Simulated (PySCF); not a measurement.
Simulated C 1s region for `C[C@@H]1C[C@H](F)[SiH2]O1`, binding energy against the vacuum level.

Every computed line was given a Gaussian of 0.6 eV full width at half maximum and an area set by the number of equivalent atoms; the highest printed point is 100. The calculation used delta-SCF UKS SCAN, pcX-2 on the ionised atom, pcseg-1 elsewhere, spin-free X2C (PySCF 2.14.0).

```tsv
binding energy (eV)	intensity
289.9	0
290.0	1
290.1	2
290.2	5
290.3	11
290.4	22
290.5	39
290.6	61
290.7	81
290.8	94
290.9	94
291.0	83
291.1	63
291.2	41
291.3	24
291.4	12
291.5	5
291.6	3
291.7	3
291.8	6
291.9	14
292.0	29
292.1	50
292.2	73
292.3	92
292.4	100
292.5	93
292.6	74
292.7	50
292.8	30
292.9	15
293.0	6
293.1	2
293.2	1
293.3	0
```

Q: Count the maxima, the lines and the sites behind this envelope.

A: The curve has 2 maxima (at 290.9 and 292.4 eV). Under it lie 4 lines from 4 inequivalent carbon sites. At this width some lines have no maximum of their own.

Q: Decompose the envelope and assign each component. Numbering: `[CH3:1][C@@H:2]1[CH2:3][C@H:4]([F:5])[SiH2:6][O:7]1`.

A: 
```tsv
position (eV)	relative area	line	atoms	environment
290.78	1	C 1s	C1	methyl carbon
290.93	1	C 1s	C3	ring CH2 carbon
292.39	1	C 1s	C2	sp3 carbon bound to oxygen
292.41	1	C 1s	C4	sp3 C–F carbon
```

Q: What are the centre and the root-mean-square width of the whole band?

A: The area-weighted mean of the lines is 291.63 eV. Their own spread about it is 0.78 eV (rms) and each Gaussian has σ = 0.6/2.355 = 0.25 eV; the variances add, which gives 0.82 eV.

Lowest listed C 1s: C1, bonded to C and 3 H. Highest, 1.63 eV above it: C4, bonded to F, C, H and Si. The widest gap between neighbouring values is 1.46 eV, between 290.93 and 292.39 eV. Summing the Pauling electronegativity differences to the bonded atoms, each weighted by its formal bond order, gives -1.05 for the lowest site and +0.43 for the highest; the largest sum, +0.54, belongs to C2, 0.02 eV below the top. The values 292.39 and 292.41 eV lie too close for their order to be trusted.

No satellites, vibrations or lifetime broadening are included. Geometry: PBE0-D3(BJ)/def2-SVP, one conformer, isolated molecule.

Hardware: one thread of an Intel Xeon at 2.50 GHz (shared host). Cost: 4.3 min of wall time, 0.70 GiB resident at most.
